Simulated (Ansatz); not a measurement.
The cluster Na4H5⁻, relaxed as a singlet with RKS PBE-D4/def2-SVPD in Ansatz, starting from the GFN1-xTB geometry. Force threshold 0.02 eV/Å.

The structure comes from a short search, and lower isomers may exist.

Start:

```csv
atom,x (Å),y (Å),z (Å)
Na1,0.517,-0.127,2.155
Na2,-1.264,-1.562,0.198
Na3,1.223,1.811,-0.146
Na4,-0.537,0.188,-1.970
H5,-0.623,-1.880,-1.760
H6,-1.690,0.521,-0.171
H7,1.718,1.381,1.725
H8,1.040,1.527,-2.084
H9,-0.382,-1.859,2.054
```

```json
{"step": "1", "energy (eV)": "-17726.3979", "largest force component (eV/Å)": "0.388", "SCF passes": "14"}
{"step": "2", "energy (eV)": "-17726.6806", "largest force component (eV/Å)": "0.248", "SCF passes": "15"}
{"step": "3", "energy (eV)": "-17726.7933", "largest force component (eV/Å)": "0.274", "SCF passes": "16"}
{"step": "4", "energy (eV)": "-17726.8951", "largest force component (eV/Å)": "0.330", "SCF passes": "16"}
{"step": "5", "energy (eV)": "-17726.9835", "largest force component (eV/Å)": "0.604", "SCF passes": "15"}
{"step": "6", "energy (eV)": "-17727.0007", "largest force component (eV/Å)": "0.214", "SCF passes": "15"}
{"step": "7", "energy (eV)": "-17727.0490", "largest force component (eV/Å)": "0.105", "SCF passes": "16"}
{"step": "8", "energy (eV)": "-17727.0646", "largest force component (eV/Å)": "0.119", "SCF passes": "16"}
{"step": "9", "energy (eV)": "-17727.0721", "largest force component (eV/Å)": "0.304", "SCF passes": "15"}
{"step": "10 (rejected)", "energy (eV)": "-17727.0612", "largest force component (eV/Å)": "0.815", "SCF passes": "15"}
{"step": "11", "energy (eV)": "-17727.0782", "largest force component (eV/Å)": "0.169", "SCF passes": "15"}
{"step": "12", "energy (eV)": "-17727.0861", "largest force component (eV/Å)": "0.140", "SCF passes": "16"}
{"step": "13 (rejected)", "energy (eV)": "-17727.0854", "largest force component (eV/Å)": "0.761", "SCF passes": "15"}
{"step": "14", "energy (eV)": "-17727.0933", "largest force component (eV/Å)": "0.083", "SCF passes": "15"}
{"step": "15", "energy (eV)": "-17727.0958", "largest force component (eV/Å)": "0.100", "SCF passes": "15"}
{"step": "16", "energy (eV)": "-17727.0967", "largest force component (eV/Å)": "0.063", "SCF passes": "17"}
{"step": "17", "energy (eV)": "-17727.0974", "largest force component (eV/Å)": "0.047", "SCF passes": "17"}
{"step": "18", "energy (eV)": "-17727.0979", "largest force component (eV/Å)": "0.082", "SCF passes": "17"}
{"step": "19", "energy (eV)": "-17727.0982", "largest force component (eV/Å)": "0.033", "SCF passes": "10"}
{"step": "20", "energy (eV)": "-17727.0984", "largest force component (eV/Å)": "0.015", "SCF passes": "11"}
```

Force components are those of the run's own axes.

End:

```xyz
9

Na    0.286    0.005    2.188
Na   -1.172   -1.867    0.157
Na    1.075    1.922   -0.140
Na   -0.387    0.059   -2.173
H    -1.212   -1.968   -2.031
H    -0.710    0.439    0.122
H     1.669    1.697    1.963
H     1.001    1.748   -2.336
H    -0.550   -2.035    2.251
```

Bonds formed: Na1–H6, Na3–H6 (atoms count from 1). The end is the same structure that another start reached, the lowest one found.

No frequencies were taken in this run, so the end may be a saddle point.

It took 53 s on 4 threads of Intel Xeon on a shared host.
